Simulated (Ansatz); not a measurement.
Molecule: HBr, net charge 1, doublet state. 
Coordinates optimised at B3LYP-D3(BJ)/def2-TZVP (Ansatz, a quantum-chemistry and plane-wave program):
```
Br
H 1 1.4597
```
Charge +1, spin multiplicity 2.

Basis-set convergence of Hartree-Fock and CCSD correlation energies (hartree) with Ansatz. Correlated levels leave the core frozen unless marked. UHF or UKS for open shells. Spin-orbit coupling is left out. Frozen are the shells of the preceding noble gas and the d and f shells that filled before the atom's block. Non-relativistic.

| basis | functions | E(HF) | E(corr, CCSD) |
|---|---|---|---|
| def2-SVP | 37 | -2572.29109 | -0.12385 |
| def2-TZVPP | 62 | -2572.60917 | -0.16080 |
| def2-QZVPP | 119 | -2572.65926 | -0.17339 |

Extrapolating the two largest sets (X = 3 and 4) as X^-3: E(corr) = (64·(-0.17339) - 27·(-0.16080))/37 = -0.1826 Eh, an estimate of the basis-set limit. The largest set recovers 95.0 % of it, the smallest 67.8 %.
